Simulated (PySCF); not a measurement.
A side-by-side comparison of computed properties.

First species: C₅H₁₀BN.
InChI=1S/C5H10BN/c1-3-5-6(7)4-2/h4,7H2,1-2H3

Second species: C9H10.
SMILES: `CC(=C)/C=C/C1=CC1=C`

Levels: PBE0/def2-SVPD for dipole moment, HOMO energy, LUMO energy, HOMO–LUMO gap, static isotropic polarisability and electronic spatial extent ⟨r²⟩ about the centre of nuclear charge; TDDFT PBE0/def2-SVPD for lowest singlet excitation; PBE0-D3(BJ)/def2-SVP for rotational constant A and rotational constant C. Geometries: PBE0-D3(BJ)/def2-SVP. Each species is one conformer at its optimised geometry, gas phase, non-relativistic unless stated. Electronic properties by PySCF.

Dipoles, sizes and rotational constants follow the conformer. The torsions of the flexible species, by atom-mapped SMILES:
- `[CH3:1][C:2]#[C:3][B:4]([NH2:5])[CH2:6][CH3:7]`: C3–B4–C6–C7 54°, H–N5–B4–C3 180°, H–N5–B4–C3 1°
- `[CH2:1]=[C:2]([CH3:3])/[CH:4]=[CH:5]/[C:6]1=[CH:7][C:8]1=[CH2:9]`: C1–C2–C4–C5 180°, C4–C5–C6–C7 180°

Values for the first species:

| Quantity | Value |
| --- | --- |
| Dipole moment | 1.18 D |
| HOMO energy | -7.21 eV |
| LUMO energy | -0.20 eV |
| HOMO–LUMO gap | 7.01 eV |
| Lowest singlet excitation | 5.20 eV |
| Static isotropic polarisability | 85.9 au |
| Electronic spatial extent ⟨r²⟩ about the centre of nuclear charge | 1144 bohr² |
| Rotational constant A | 3.615 GHz |
| Rotational constant C | 1.057 GHz |

Estimate the same properties for the second species, and the change in each.

```
                                                         property       first      second  second less first
                                                    dipole moment      1.18 D      2.71 D            +1.53 D
                                                      HOMO energy    -7.21 eV    -5.65 eV           +1.56 eV
                                                      LUMO energy    -0.20 eV    -1.97 eV           -1.77 eV
                                                    HOMO–LUMO gap     7.01 eV     3.68 eV           -3.33 eV
                                        lowest singlet excitation     5.20 eV     3.10 eV           -2.10 eV
                                  static isotropic polarisability     85.9 au    130.0 au           +44.1 au
electronic spatial extent ⟨r²⟩ about the centre of nuclear charge  1144 bohr²  1763 bohr²         +619 bohr²
                                            rotational constant A   3.615 GHz   3.931 GHz         +0.316 GHz
                                            rotational constant C   1.057 GHz   0.633 GHz         -0.424 GHz
```

On the first: In atomic units the dipole is 0.47 e·bohr (1 au = 2.5417 D).

On the second: S1 lies 0.58 eV below the HOMO–LUMO gap; its leading configuration is HOMO→LUMO, weight 0.96. In wavenumbers S1 is 25000 cm⁻¹ (1 eV = 8065.54 cm⁻¹).
